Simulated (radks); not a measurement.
Species: the iodine ion I+. Configuration: [Kr] 4d10 5s2 5p4. All-electron calculation, Dirac Kohn-Sham, PBEsol, spin-unpolarised, spherical densities, point nucleus; open shells fill j = l - 1/2 first. Program: a radial shooting solver on a logarithmic mesh with Libxc functionals.

X-ray form factor f0, the Fourier transform of the density (f0(0) = 52):

| sin(theta)/lambda (1/angstrom) | f0 (electrons) |
|---|---|
| 0.05 | 51.108 |
| 0.1 | 48.755 |
| 0.15 | 45.650 |
| 0.2 | 42.429 |
| 0.25 | 39.426 |
| 0.3 | 36.723 |
| 0.4 | 32.058 |
| 0.5 | 28.124 |
| 0.6 | 24.855 |
| 0.8 | 20.208 |
| 1 | 17.289 |
| 1.25 | 14.558 |
| 1.5 | 12.112 |
| 2 | 8.245 |
